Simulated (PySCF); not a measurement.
Highest occupied level (eV) of eight silicon and germanium compounds: PBE beside M06-2X, computed with PySCF for isolated molecules in the bases named; differences from unrounded values. The eight are the first of their class met in an unordered collection, after screening for sound electronic states; none was chosen by its value. Each molecule has one DFT geometry for both levels.

```json
[
 {"molecule": "CH₇NOSi₂, SMILES C1N[SiH2]O[SiH2]1", "basis": "def2-TZVP", "M06-2X": "-8.20", "PBE": "-5.50", "difference": "2.70"},
 {"molecule": "C₃H₆F₂Si, SMILES F[SiH](CC=C)F", "basis": "def2-TZVP", "M06-2X": "-8.76", "PBE": "-6.45", "difference": "2.32"},
 {"molecule": "B(Me)(OMe)(SiH3) (C2H9BOSi), SMILES COB(C)[SiH3]", "basis": "def2-TZVP", "M06-2X": "-8.62", "PBE": "-6.22", "difference": "2.41"},
 {"molecule": "C2H4F2OSi, SMILES FC1(F)OC[SiH2]1", "basis": "def2-TZVP", "M06-2X": "-10.01", "PBE": "-7.16", "difference": "2.85"},
 {"molecule": "C2H13NSi3, SMILES C[Si@H](C[SiH3])[SiH2]N", "basis": "def2-TZVP", "M06-2X": "-8.32", "PBE": "-5.81", "difference": "2.51"},
 {"molecule": "C₃H₅NOSi, SMILES [Si@H]1(O)N=CC=C1", "basis": "def2-TZVP", "M06-2X": "-8.78", "PBE": "-5.92", "difference": "2.86"},
 {"molecule": "C₂H₈O₂Si, SMILES O[C@@H](C)[SiH2]O", "basis": "def2-TZVP", "M06-2X": "-8.82", "PBE": "-6.04", "difference": "2.78"},
 {"molecule": "GeH₂Br₂, SMILES [Br][GeH2][Br]", "basis": "def2-TZVPD", "M06-2X": "-9.73", "PBE": "-7.26", "difference": "2.46"}
]
```

PBE lies below M06-2X in 0 and above it in 8 of the eight; the mean signed difference is 2.61 and the largest 2.86 eV.
